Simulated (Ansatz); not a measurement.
Reaction (ligand exchange at the Si–C bond): `O=C[SiH2][CH2][InH2]` + `O[SiH3]` → `O=C[SiH2]O[SiH3]` + `[CH3][InH2]`

Program: Ansatz. Geometries: PBE0-D4/def2-TZVP. ΔE: electronic, gas phase. CBS: MP2 limit from def2 TZ/QZ plus the TZ coupled-cluster correction, frozen cores. def2 core potentials past Kr. For In outer-core shells are correlated without core-valence functions, which leaves a few kJ/mol of doubt a bond. One conformer a species, not always the lowest.

| level | ΔE (kcal/mol) |
| --- | --- |
| HF/def2-TZVPP | -28.3 |
| CCSD(T)/def2-TZVPP | -23.0 |

Q: What does CCSD(T)/CBS give? (An estimate is asked.)

A: The calculation gave: -22.5 kcal/mol. The listed levels differ from it by -5.8, -0.5 kcal/mol.

Largest T1 diagnostic among the species: 0.015.

In def2-TZVPP, CCSD(T) changes the Hartree–Fock value by +5.3 kcal/mol (the triples alone add +0.8 kcal/mol) and MP2 by +5.5 kcal/mol. From PBE to PBE0 (25 % exact exchange), in def2-TZVPP and without D4, ΔE moves by −1.3 kcal/mol.
